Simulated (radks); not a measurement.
Problem. Isoelectronic series with 4 electrons, all held in the configuration [He] 2s2, which need not be the ground one along the series. All-electron calculation, scalar-relativistic Kohn-Sham, r2SCAN, spin-polarised, spherical densities, finite nucleus; meta-GGA in the generalised Kohn-Sham scheme; Fermi nuclear charge, rms radius of each element as measured or else 0.836 A^(1/3) + 0.57 fm. Program: a radial shooting solver on a logarithmic mesh with Libxc functionals. Total energies (hartree) and orbital eigenvalues (hartree):

ion    E (hartree)         2s         1s
Be       -14.65204   -0.21119   -3.99230
N3+      -51.19265   -2.51811  -16.73877
Ne6+    -110.32761   -7.09768  -38.54003
Al9+    -192.13997  -13.94623  -69.40773
S12+    -296.75585  -23.07555  -109.3851
K15+    -424.33846  -34.50308  -158.5315
Ti18+   -575.08862  -48.25100  -216.9209
Mn21+   -749.24626  -64.34622  -284.6423
Ni24+   -947.09223  -82.82052  -361.8003
Ga27+  -1168.94961  -103.7108  -448.5155
Se30+  -1415.18858  -127.0594  -544.9261
Rb33+  -1686.22806  -152.9144  -651.1889
Zr36+  -1982.53848  -181.3304  -767.4799
Tc39+  -2304.64527  -212.3682  -893.9956
In45+  -3028.67524  -282.5915  -1178.610
Te48+  -3431.98035  -321.9387  -1337.226
Cs51+   -3863.8722  -364.2333  -1507.111
Ce54+   -4325.2463  -409.5812  -1688.599
Pm57+   -4817.1016  -458.1001  -1882.065
Gd60+   -5340.5201  -509.9199  -2087.910
Ho63+   -5896.8073  -565.1917  -2306.624

Estimate the row of Pd42+.

Solution. E (hartree) -2653.13850; 2s -246.0964; 1s -1030.957.
